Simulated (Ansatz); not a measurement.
Calculated with Ansatz (gas phase, PBE0-D4/def2-TZVP geometries, no zero-point term in ΔE). CBS: MP2 limit from def2 TZ/QZ plus the TZ coupled-cluster correction, frozen cores. This one scheme is used for every species. DFT in def2-TZVPP. B3LYP here is the variant with VWN-RPA as its local correlation; programs differ in this. Each species was taken in one conformer, which may not be the lowest.

`[SiH3][SiH2]O[SiH2]S` + H–F → `F[SiH2]O[SiH2][SiH3]` + H₂S  (ligand exchange at the Si–S bond)

`[SiH3][SiH2]O[SiH2]S`:

Z-matrix (Å, degrees):
```
Si
Si 1 2.346
H 1 1.488 2 110.8
H 1 1.488 2 110.6 3 120.5
H 1 1.489 2 109.2 3 -120.0
O 2 1.650 1 111.7 3 -59.7
H 2 1.488 1 109.9 3 62.2
H 2 1.486 1 110.4 3 -178.5
Si 6 1.632 2 139.2 1 46.6
S 9 2.131 6 112.6 2 36.6
H 9 1.482 6 110.5 2 -79.2
H 9 1.479 6 107.0 2 158.7
H 10 1.344 9 94.6 6 70.7
```

H–F:

```xyz
2

F    -0.308    0.082   -0.332
H     0.308   -0.082    0.332
```

`F[SiH2]O[SiH2][SiH3]`:

Z-matrix (Å, degrees):
```
Si
O 1 1.617
F 1 1.594 2 109.7
H 1 1.481 2 110.3 3 -117.5
H 1 1.476 2 108.8 3 117.6
Si 2 1.648 1 146.3 3 74.5
Si 6 2.346 2 111.3 1 26.3
H 6 1.487 2 108.9 1 -95.3
H 6 1.486 2 107.6 1 147.3
H 7 1.488 6 109.0 2 -179.2
H 7 1.488 6 110.5 2 -59.5
H 7 1.488 6 110.8 2 61.0
```

H₂S:

Z-matrix (Å, degrees):
```
S
H 1 1.341
H 1 1.341 2 92.3
```

Q: Is it downhill or uphill in electronic energy at CCSD(T)/CBS, and by how much? (Best estimate.)

A: Computed: Downhill: ΔE = -0.86 eV.

Q: What do these levels give: PBE-D4, r2SCAN-D4, B3LYP-D4, B2PLYP, r2SCAN, PBE0, B3LYP, HF/def2-TZVPP, SCS-MP2/def2-TZVPP, CCSD/def2-TZVPP, SCS-MP2/def2-QZVPP, HF/CBS(def2)? (Estimate.)

A: The calculation gave: PBE-D4 -0.73, r2SCAN-D4 -0.88, B3LYP-D4 -0.90, B2PLYP -0.97, r2SCAN -0.90, PBE0 -0.82, B3LYP -1.02, HF/def2-TZVPP -1.16, SCS-MP2/def2-TZVPP -0.94, CCSD/def2-TZVPP -0.95, SCS-MP2/def2-QZVPP -0.92, HF/CBS(def2) -1.20 eV.

Largest T1 diagnostic among the species: 0.012.

The D4 term adds +0.12 eV with B3LYP and +0.07 eV with PBE0; it sums over pairs of atoms, weighted by their polarisabilities, and B3LYP, whose exchange is more repulsive, gets the larger term. In def2-TZVPP, CCSD(T) changes the Hartree–Fock value by +0.27 eV (the triples alone add +0.05 eV) and MP2 by +0.32 eV.
